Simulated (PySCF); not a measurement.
Löwdin shares of the frontier orbitals

C₆H₁₀O.
Cartesian coordinates in Å at the PBE0-D3(BJ)/def2-SVP level; atoms count from 1:
```
atom  x, y, z in Å
C1    -0.8372   -1.1677   -0.2381
C2     0.5828   -1.2534    0.3085
C3     1.4666   -0.1088   -0.1869
C4     0.7577    1.2266   -0.2174
O5    -0.1264    1.4350   -1.3070
C6    -0.6957    1.3304   -0.0197
C7    -1.5273    0.1036    0.2455
H8    -1.4210   -2.0477    0.0735
H9    -0.8140   -1.1714   -1.3403
H10    0.5364   -1.2263    1.4119
H11    1.0423   -2.2187    0.0437
H12    1.8193   -0.3130   -1.2122
H13    2.3686   -0.0270    0.4400
H14    1.3728    2.1056    0.0218
H15   -1.0991    2.2742    0.3760
H16   -2.5118    0.2241   -0.2372
H17   -1.7154    0.0450    1.3322
```

Method used: PySCF 2.14.0, density-fitted response routines, TDDFT CAM-B3LYP/def2-SVPD, vertical, gas phase, core orbitals frozen in the response.

Kohn–Sham orbitals with the atoms that hold most of them (Löwdin shares over 4%, at most four atoms; ? is withheld):

```tsv
orbital	ε (eV)	atoms
HOMO-3	-10.57	C1 20%, C2 15%, C7 11%, H9 11%
HOMO-2	-10.38	C2 16%, C1 14%, C3 12%, C7 10%
HOMO-1	-9.52	?
HOMO	-9.13	O5 62%, C4 8%, C6 8%, C3 5%
LUMO	?	?
LUMO+1	1.96	C7 10%, C3 10%, H17 9%, H15 9%
LUMO+2	1.99	C1 13%, H14 13%, H8 11%, C4 9%
```

Give the leading atoms of the LUMO.

C2 (bonded to 2 C and 2 H) 10%; C3 (bonded to 2 C and 2 H) 8%; C7 (bonded to 2 C and 2 H) 8%; H10 (bonded to C) 7%. By element: carbon 26% or more, hydrogen 7% or more.

Which atoms hold the HOMO-1, and with what shares?

C4 (bonded to 2 C, O and H) 21%; C6 (bonded to 2 C, O and H) 20%; O5 (bonded to 2 C) 20%; C7 (bonded to 2 C and 2 H) 8%. By element: carbon 50% or more, oxygen 20%.

What is the LUMO energy, and the HOMO–LUMO gap?

ε(LUMO) = 1.37 eV; the gap is 10.49 eV (0.3857 hartree).

How does S1 compare with the orbital gap of 10.49 eV?

S1 is at 7.64 eV (f = 0.027), 2.85 eV below the gap, made of HOMO→LUMO (73%), HOMO→LUMO+3 (8%). Without the coupling terms of the response equations the lowest excitation would equal the gap.

Give energy, strength and leading configuration of S1 and S2, and follow the Löwdin shares of the leading atoms from the occupied to the empty orbital.

- S1 (7.64 eV, f 0.027), HOMO→LUMO (73%): O5 62% → at most 8%, C4 8% → at most 8%, C2 at most 5% → 10%, C3 5% → 8%
- S2 (8.03 eV, f 0.0008), HOMO-1→LUMO (85%): C4 21% → at most 8%, C6 20% → at most 8%, C2 at most 9% → 10%, C3 at most 9% → 8%

Löwdin shares depend on the basis, the more so with diffuse functions.

Hardware: Arm Neoverse N1, one thread, no GPU, shared host. Cost: 4.3 min.

One conformer stands for the species.
